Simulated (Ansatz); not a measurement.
Harmonic vibrations of the cluster K3Bi⁺ by finite differences.

```yaml
crystal:
  periodic: [false, false, false]
  atoms:
    - {symbol: K, position_ang: [1.688912, 2.645315, 1.176860]}
    - {symbol: K, position_ang: [-1.009288, -2.441098, 2.063427]}
    - {symbol: K, position_ang: [-0.689935, -0.200846, -3.252270]}
    - {symbol: Bi, position_ang: [0.010311, -0.003361, 0.011994]}
basis:
  gaussian: {orbitals: def2-TZVP}
total_charge: 1
magnetization: {spin_polarized: true, initial_magnetization: 1}
hamiltonian: {xc: pbe0, dispersion: d4}
scf: {omitted_lower_state_checks: [starts]}
phonons: {temperatures: {t_min: 298.15, t_max: 900, t_step: 200}}
```

```sh
$ ansatz run in.yaml --threads 4 --pin off --events-out ev --progress --plain --max-ram 3916MiB
```

It prints (some lines left out):

```
Functional definition: PBE0
mean field -54799.16454661 eV, -2013.8321528803 hartree, gradient 2.2e-5 eV, S^2 0.755092; 0 other end points of the search recorded, 0 dependent functions left out
mean field -54799.16454129 eV, -2013.8321526847 hartree, gradient 6.4e-6 eV, S^2 0.755094; 0 other end points of the search recorded, 0 dependent functions left out
mean field -54799.16454848 eV, -2013.8321529490 hartree, gradient 6.5e-6 eV, S^2 0.755090; 0 other end points of the search recorded, 0 dependent functions left out
mean field -54799.16452993 eV, -2013.8321522671 hartree, gradient 7.1e-6 eV, S^2 0.755095; 0 other end points of the search recorded, 0 dependent functions left out
mean field -54799.16455497 eV, -2013.8321531873 hartree, gradient 7.6e-6 eV, S^2 0.755089; 0 other end points of the search recorded, 0 dependent functions left out
mean field -54799.16454848 eV, -2013.8321529488 hartree, gradient 4.3e-6 eV, S^2 0.755093; 0 other end points of the search recorded, 0 dependent functions left out
mean field -54799.16454281 eV, -2013.8321527403 hartree, gradient 4.4e-6 eV, S^2 0.755091; 0 other end points of the search recorded, 0 dependent functions left out
mean field -54799.16455448 eV, -2013.8321531694 hartree, gradient 5.0e-6 eV, S^2 0.755091; 0 other end points of the search recorded, 0 dependent functions left out
mean field -54799.16453732 eV, -2013.8321525389 hartree, gradient 5.0e-6 eV, S^2 0.755093; 0 other end points of the search recorded, 0 dependent functions left out
mean field -54799.16455353 eV, -2013.8321531343 hartree, gradient 7.0e-6 eV, S^2 0.755089; 0 other end points of the search recorded, 0 dependent functions left out
mean field -54799.16453259 eV, -2013.8321523649 hartree, gradient 6.6e-6 eV, S^2 0.755095; 0 other end points of the search recorded, 0 dependent functions left out
mean field -54799.16454268 eV, -2013.8321527359 hartree, gradient 5.9e-6 eV, S^2 0.755094; 0 other end points of the search recorded, 0 dependent functions left out
mean field -54799.16454535 eV, -2013.8321528339 hartree, gradient 6.2e-6 eV, S^2 0.755090; 0 other end points of the search recorded, 0 dependent functions left out
mean field -54799.16454806 eV, -2013.8321529335 hartree, gradient 4.5e-6 eV, S^2 0.755091; 0 other end points of the search recorded, 0 dependent functions left out
mean field -54799.16454437 eV, -2013.8321527978 hartree, gradient 4.4e-6 eV, S^2 0.755093; 0 other end points of the search recorded, 0 dependent functions left out
mean field -54799.16454512 eV, -2013.8321528252 hartree, gradient 3.4e-6 eV, S^2 0.755092; 0 other end points of the search recorded, 0 dependent functions left out
mean field -54799.16454771 eV, -2013.8321529206 hartree, gradient 3.3e-6 eV, S^2 0.755092; 0 other end points of the search recorded, 0 dependent functions left out
mean field -54799.16453851 eV, -2013.8321525823 hartree, gradient 9.3e-6 eV, S^2 0.755088; 0 other end points of the search recorded, 0 dependent functions left out
mean field -54799.16454213 eV, -2013.8321527153 hartree, gradient 8.7e-6 eV, S^2 0.755096; 0 other end points of the search recorded, 0 dependent functions left out
mean field -54799.16453665 eV, -2013.8321525141 hartree, gradient 1.6e-6 eV, S^2 0.755092; 0 other end points of the search recorded, 0 dependent functions left out
mean field -54799.16455031 eV, -2013.8321530161 hartree, gradient 1.6e-6 eV, S^2 0.755092; 0 other end points of the search recorded, 0 dependent functions left out
mean field -54799.16454222 eV, -2013.8321527188 hartree, gradient 2.1e-6 eV, S^2 0.755092; 0 other end points of the search recorded, 0 dependent functions left out
mean field -54799.16453552 eV, -2013.8321524726 hartree, gradient 2.8e-6 eV, S^2 0.755092; 0 other end points of the search recorded, 0 dependent functions left out
mean field -54799.16453745 eV, -2013.8321525434 hartree, gradient 1.9e-6 eV, S^2 0.755092; 0 other end points of the search recorded, 0 dependent functions left out
mean field -54799.16453683 eV, -2013.8321525209 hartree, gradient 1.8e-6 eV, S^2 0.755092; 0 other end points of the search recorded, 0 dependent functions left out
Total energy: -54799.23952289 eV, -2013.8349082075 hartree
Atom 0 at     1.688912     2.645315     1.176860 Å, force    -0.002626    -0.006905     0.000462 eV/Å
Atom 1 at    -1.009288    -2.441098     2.063427 Å, force     0.004192     0.005963    -0.001848 eV/Å
Atom 2 at    -0.689935    -0.200846    -3.252270 Å, force     0.001158    -0.000394     0.001281 eV/Å
Atom 3 at     0.010311    -0.003361     0.011994 Å, force    -0.002724     0.001335     0.000105 eV/Å
Dipole moment:    -0.019550     0.007414    -0.016707 e Å
Vibrations: 27.99 28.82 30.77 121.06 136.27 136.34 cm⁻¹, zero-point energy 0.029834 eV
Checks for a lower state left out: starts
```

It took 79 s on 4 threads of Arm Neoverse V2 on a shared host, peak host memory 0.72 GiB.

In the def2 sets Bi takes a core potential; there is no spin–orbit coupling. The relaxation made no stability test and no search for a lower SCF solution. The structure comes from a short search, and lower isomers may exist.
